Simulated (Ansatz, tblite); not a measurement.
Species of one formula, ScBr3O3H6 (singlet), each relaxed with PBE0-D4/def2-SVP in Ansatz.

The xTB rows come from tblite. Correlated methods freeze 35 core orbitals; core or outer-core shells of Br, Sc are correlated, in sets that lack core-valence functions.

A: At PBE-QIDH/def2-TZVP the test of the restricted singlet for broken spin symmetry was undecided. B: At PBE-QIDH/def2-TZVP the test of the restricted singlet for broken spin symmetry was undecided.

Other spin states weren't relaxed.

A: fac-ScBr3(H2O)3 (ScBr₃O₃H₆)

B: mer-ScBr3(H2O)3 (ScBr3O3H6)

Task: Estimate which lies lowest at each level, and how far above it the others are (eV).

Result: 
```tsv
level	A	B
GFN1-xTB	0.00	0.35
GFN2-xTB	0.01	0.00
HF/def2-TZVP	0.15	0.00
PBE-D4/def2-SVP	0.00	0.04
PBE-D4/def2-TZVP	0.02	0.00
BLYP-D4/def2-TZVP	0.04	0.00
r2SCAN-D4/def2-TZVP	0.05	0.00
r2SCANh-D4/def2-TZVP	0.06	0.00
PBE0-D4/def2-SVP	0.01	0.00
PBE0-D4/def2-TZVP	0.05	0.00
PBE-QIDH/def2-TZVP	0.08	0.00
RPA@PBE/def2-TZVP	0.08	0.00
MP2/def2-TZVP	0.09	0.00
```
Point groups (tolerance 0.1 Å): A C3v, B not assigned. A and B have the same bonds, so they are conformers or stereoisomers.
